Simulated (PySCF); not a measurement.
Molecule: `COCSCCC#C`, C$_{6}$H$_{10}$OS.

Cartesian coordinates in Å; atom numbers follow the order of the lines, from 1:
```xyz
18

C     3.895    0.844    0.340
C     3.058   -0.011    0.323
C     2.023   -1.023    0.265
C     0.826   -0.547   -0.551
S    -0.043    0.823    0.296
C    -1.440    0.993   -0.884
O    -2.294   -0.094   -0.890
C    -3.109   -0.187    0.258
H     4.633    1.588    0.371
H     1.705   -1.269    1.282
H     2.432   -1.927   -0.200
H     1.146   -0.179   -1.527
H     0.097   -1.349   -0.678
H    -1.945    1.923   -0.597
H    -1.018    1.081   -1.886
H    -2.499   -0.253    1.165
H    -3.703   -1.090    0.144
H    -3.770    0.684    0.338
```

Frames of a GFN2-xTB Langevin trajectory at 600 K; GIAO PBE0/pcSseg-1 shieldings in PySCF, gas phase, non-relativistic; equivalent atoms averaged within each frame.

δ = σ(ref) − σ, references computed at the same level: ¹³C (186.93 ppm) and ¹H (31.72 ppm) vs TMS; ³³S (503.73 ppm) against CS2; ¹⁷O (336.08 ppm) vs H2O. The references are static minima.

How do the shifts (ppm) fluctuate along the trajectory?

## Answers


```tsv
time (fs)	C2	C1	C6	C8	C4	C3	S5	O7	H14/H15	H16/H17/H18
250	90.1	85.7	81.2	59.3	25.2	19.8	-7	29.4	5.67	5.25
425	97.0	72.3	84.0	66.8	31.3	25.6	31	33.4	5.28	4.45
625	88.5	81.5	81.0	57.3	43.8	16.1	9	39.2	4.78	2.91
800	87.9	80.3	81.7	54.0	37.9	19.1	86	26.2	4.66	3.02
1000	86.7	80.7	92.6	58.4	46.9	20.1	170	20.1	5.18	3.35
mean of frames	90.1	80.1	84.1	59.2	37.0	20.1	58	29.7	5.11	3.80
standard deviation	4.1	4.9	4.9	4.7	8.9	3.5	72	7.2	0.41	1.02
```

5 frames give an uncertainty of the mean of about the standard deviation over 2.2 at best, since frames this close in time may not be independent; classical motion lacks zero-point vibration, and the reference would need the same averaging.
